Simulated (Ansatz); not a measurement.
Geometry optimisation, Ansatz 0.2.0, RHF/def2-SVP.

input.yaml

```yaml
crystal:
  periodic: [false, false, false]
  atoms:
    - { symbol: B, position_ang: [-1.11615, 0.59628, -1.11367] }
    - { symbol: Sn, position_ang: [0.50612, 0.28853, 0.32098] }
    - { symbol: O, position_ang: [0.24222, -1.63481, 0.72208] }
    - { symbol: H, position_ang: [-0.88591, 0.77641, -2.23835] }
    - { symbol: H, position_ang: [-2.21727, 0.5431, -0.74714] }
    - { symbol: H, position_ang: [0.49371, 1.04794, 1.83883] }
    - { symbol: H, position_ang: [2.13449, 0.41017, -0.1347] }
    - { symbol: H, position_ang: [0.84279, -2.02762, 1.35196] }
basis:
  gaussian: { orbitals: def2-SVP }
hamiltonian:
  xc: hf
relax:
  f_tol: 0.015
  max_steps: 40
output:
  orbitals: {}
```

Run as:

```bash
$ ansatz run input.yaml --threads 1 --pin off --max-ram 2048MiB --backend cpu --events-out ev --progress --plain --runs-dir out
```

Where does it end, and by what steps?

It converged. The force dipped under the threshold on the way, but the program's further checks kept it going. After 24 steps the energy has fallen by 0.174 eV; H4 moved furthest, 1.06 Å.

```csv
step,energy less start (eV),largest force component (eV/Å),accepted
0,0.0000,1.004,yes
1,-0.0563,0.616,yes
2,-0.1467,0.266,yes
3,-0.1528,0.097,yes
4,-0.1590,0.148,yes
5,-0.1638,0.046,yes
6,-0.1583,0.357,no
7,-0.1662,0.021,yes
8,-0.1672,0.144,yes
9,-0.1666,0.194,no
10,-0.1688,0.042,yes
11,-0.1705,0.009,yes
12,-0.1713,0.116,yes
13,-0.1721,0.054,yes
14,-0.1717,0.114,no
15,-0.1726,0.029,yes
16,-0.1728,0.106,yes
17,-0.1725,0.160,no
18,-0.1737,0.022,yes
19,-0.1740,0.009,yes
20,-0.1741,0.031,yes
21,-0.1741,0.030,yes
22,-0.1742,0.016,yes
23,-0.1742,0.012,yes
24,-0.1743,0.011,yes
```

```xyz
8
Properties=species:S:1:pos:R:3
B -1.128 0.634 -1.144
Sn 0.556 0.159 0.308
O 0.189 -1.646 1.033
H -1.144 1.677 -1.734
H -2.009 -0.152 -1.335
H 0.636 1.235 1.644
H 2.105 0.102 -0.432
H 0.794 -2.009 1.660
```

Whether the end is a true minimum wasn't checked by a vibrational analysis.

The run took 49 s on 1 thread of Arm Neoverse V1, on a shared host, peak memory 0.15 GiB.
